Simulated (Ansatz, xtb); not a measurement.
**C7H8: which of two isomers lies lower**

Structure a: `C=CC1=CC=CC1`, a singlet. Structure b: `C=CC1=CCC=C1`, a singlet. Both are isolated molecules in the gas phase, relaxed with PBE-D3(BJ)/def2-SVP; the shapes shown needn't be the lowest conformers.

a (Å):

```json
{"atom": "C", "x (Å)": "-0.1444", "y (Å)": "2.9042", "z (Å)": "0.5910"}
{"atom": "C", "x (Å)": "0.4460", "y (Å)": "1.7367", "z (Å)": "0.9461"}
{"atom": "C", "x (Å)": "0.6852", "y (Å)": "0.5994", "z (Å)": "0.0822"}
{"atom": "C", "x (Å)": "1.2849", "y (Å)": "-0.5886", "z (Å)": "0.4390"}
{"atom": "C", "x (Å)": "1.3421", "y (Å)": "-1.4832", "z (Å)": "-0.7116"}
{"atom": "C", "x (Å)": "0.7812", "y (Å)": "-0.8639", "z (Å)": "-1.7911"}
{"atom": "C", "x (Å)": "0.3175", "y (Å)": "0.5067", "z (Å)": "-1.3816"}
{"atom": "H", "x (Å)": "-0.5050", "y (Å)": "3.0837", "z (Å)": "-0.4347"}
{"atom": "H", "x (Å)": "-0.2856", "y (Å)": "3.7175", "z (Å)": "1.3180"}
{"atom": "H", "x (Å)": "0.7880", "y (Å)": "1.6134", "z (Å)": "1.9893"}
{"atom": "H", "x (Å)": "1.6648", "y (Å)": "-0.8281", "z (Å)": "1.4430"}
{"atom": "H", "x (Å)": "1.7724", "y (Å)": "-2.4944", "z (Å)": "-0.6962"}
{"atom": "H", "x (Å)": "0.6730", "y (Å)": "-1.2749", "z (Å)": "-2.8038"}
{"atom": "H", "x (Å)": "0.8057", "y (Å)": "1.3076", "z (Å)": "-1.9818"}
{"atom": "H", "x (Å)": "-0.7762", "y (Å)": "0.6410", "z (Å)": "-1.5421"}
```

b (Å):

```tsv
atom	x (Å)	y (Å)	z (Å)
C	-0.7731	2.8835	0.2178
C	0.2328	2.0719	0.6146
C	0.6327	0.8248	-0.0262
C	1.6559	0.0045	0.3837
C	1.7521	-1.1781	-0.5329
C	0.6521	-0.9411	-1.5311
C	0.0146	0.2199	-1.2249
H	-1.0069	3.8100	0.7633
H	-1.3960	2.6531	-0.6609
H	0.8236	2.3546	1.5037
H	2.3107	0.1772	1.2490
H	2.7525	-1.2538	-1.0210
H	1.6249	-2.1444	0.0100
H	0.4209	-1.6155	-2.3668
H	-0.8316	0.6540	-1.7752
```

Quicker runs give these differences E(b) − E(a): GFN2-xTB +2.22 kcal/mol; HF/STO-3G +0.65 kcal/mol (at GFN2-xTB geometries); r2SCAN-D4/def2-SVP +2.19 kcal/mol (at GFN2-xTB geometries).

**Question.** Estimate E(b) − E(a) at the level CCSD(T)/def2-SVP + ΔMP2/def2-TZVPP.

**Answer.** CCSD(T)/def2-SVP + ΔMP2/def2-TZVPP gives E(b) − E(a) = +0.98 kcal/mol, slightly favouring structure a, which is too small a margin to settle the true order.

How the difference moves with the method:

```csv
level,geometry,E(b) − E(a) (kcal/mol),departure from the last row (kcal/mol),"job, with rough time for the two"
GFN2-xTB,GFN2-xTB,+2.22,+1.24,"optimisation, 0.11 s"
HF/STO-3G,GFN2-xTB,+0.65,−0.33,"single point, 0.4 s"
r2SCAN-D4/def2-SVP,GFN2-xTB,+2.19,+1.21,"single point, 3.2 s"
PBE-D3(BJ)/def2-SVP,PBE-D3(BJ)/def2-SVP,+2.16,+1.18,"optimisation, 14 s"
HF/def2-SVP,PBE-D3(BJ)/def2-SVP,+0.70,−0.28,part of the CCSD(T) run
MP2/def2-SVP,PBE-D3(BJ)/def2-SVP,+1.57,+0.59,part of the CCSD(T) run
CCSD(T)/def2-SVP,PBE-D3(BJ)/def2-SVP,+1.14,+0.16,single point
CCSD(T)/def2-SVP + ΔMP2/def2-TZVPP,PBE-D3(BJ)/def2-SVP,+0.98,,"single point, 58 s"
```

As drawn, both hold the same kinds of bond in the same numbers.

The largest departure from CCSD(T)/def2-SVP + ΔMP2/def2-TZVPP is that of GFN2-xTB, 1.24 kcal/mol. The last row adds to CCSD(T) the change of the MP2 difference between the two basis sets, here −0.16 kcal/mol.

With thermal terms from frequencies at re-optimised GFN2-xTB minima (ideal gas, soft modes damped towards free rotors, one conformer each, 298.15 K, 1 atm): the zero-point term adds −0.10 kcal/mol; ΔH is +0.92 and ΔG +0.73 kcal/mol.

The correlated steps freeze 7 core orbitals. Programs: Ansatz 0.2.0, xtb 6.7.1; the last row on 2 threads of Intel(R) Xeon(R) Gold 6455B (Sapphire Rapids) on a shared host.
